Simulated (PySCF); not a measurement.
C₅H₄O₂, SMILES C=C=C1OCC1=O.

Geometry: PBE0-D3(BJ)/def2-SVP. The structure was generated by enumeration, and PubChem lists no compound with its InChIKey, so it may never have been made.

Method: PySCF with PBE/def2-TZVP.

Symmetry labels are those of the subgroup Cs that the program uses (full group Cs).

Computed valence orbital energies around the gap with their symmetry:
```
orbital  symmetry  energy (eV)
-------  --------  -----------
HOMO−7         A"       -11.29
HOMO−6         A'       -10.72
HOMO−5         A"        -9.79
HOMO−4         A'        -9.10
HOMO−3         A"        -8.76
HOMO−2         A'        -7.56
HOMO−1         A'        -6.30
HOMO           A"        -5.88
LUMO           A"        -2.77
LUMO+1         A'        -1.97
LUMO+2         A"         0.59
LUMO+3         A'         0.70
```
